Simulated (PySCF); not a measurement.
**Correlation energy of Sr²⁴⁺ (strontium, charge +24)**

[Ne] 3s2 3p2, high-spin 3P determinant. All numbers are calculated (PySCF 2.14, scalar relativity by spin-free X2C-1e, in an even-tempered Gaussian basis (18 s from 2.7 bohr⁻², ratio 2.5; 12 p from 3.5 bohr⁻², ratio 2.5; 5 d from 15 bohr⁻², ratio 2.7; 4 f from 23 bohr⁻², ratio 2.7)). Frozen: 1s2; 12 electrons correlated; the 22 highest virtual orbitals of each spin left out.

| level | correlation energy (mhartree) |
| --- | --- |
| CCSD | -498.68 |
| (T) | -1.79 |
| CCSD(T) | -500.47 |

Diagnostics: T1 = 0.0013, D1 = 0.0056, largest double amplitude 0.072.

Spin-orbit coupling is strong in this species (close to jj coupling), so the high-spin LS determinant is a model state, not a physical level.

Cost of the coupled-cluster step: roughly 50 core-seconds, for 12 correlated electrons.

Iterations:

```
CC2 = 0
CCSD nocc = (np.int64(7), np.int64(5)), nmo = (84, 84)
frozen orbitals [[0, 85, 86, 87, 88, 89, 90, 91, 92, 93, 94, 95, 96, 97, 98, 99, 100, 101, 102, 103, 104, 105, 106], [0, 85, 86, 87, 88, 89, 90, 91, 92, 93, 94, 95, 96, 97, 98, 99, 100, 101, 102, 103, 104, 105, 106]]
max_cycle = 100
direct = 0
conv_tol = 1e-08
conv_tol_normt = 1e-06
diis_space = 8
diis_start_cycle = 0
Init t2, MP2 energy = -0.474677074514576
Init E_corr(UCCSD) = -0.47467707451464
cycle = 1  E_corr(UCCSD) = -0.491917970364481  dE = -0.0172408958  norm(t1,t2) = 0.0201021
cycle = 2  E_corr(UCCSD) = -0.496631995231768  dE = -0.00471402487  norm(t1,t2) = 0.00644122
cycle = 3  E_corr(UCCSD) = -0.498706127245917  dE = -0.00207413201  norm(t1,t2) = 0.00221912
cycle = 4  E_corr(UCCSD) = -0.498676582210015  dE = 2.95450359e-05  norm(t1,t2) = 0.000161512
cycle = 5  E_corr(UCCSD) = -0.498677489660806  dE = -9.0745079e-07  norm(t1,t2) = 8.71443e-06
cycle = 6  E_corr(UCCSD) = -0.498677360279663  dE = 1.29381143e-07  norm(t1,t2) = 6.68252e-07
cycle = 7  E_corr(UCCSD) = -0.498677359369417  dE = 9.10246434e-10  norm(t1,t2) = 8.14433e-08
UCCSD converged
E(UCCSD) = -2800.351167195595  E_corr = -0.4986773593694167
UCCSD(T) correction = -0.00179051734719048
```

At this charge the one-electron X2C treatment keeps the bare 1/r₁₂, with no two-electron picture change or Breit term. The effect here is smaller than on the frozen 1s shell; and a scalar Hamiltonian misses the large spin-orbit splitting of the p shells, which matters for ns² → np² pairs.

Spin-orbit coupling is strong in this species, so the high-spin LS determinant is a model state.
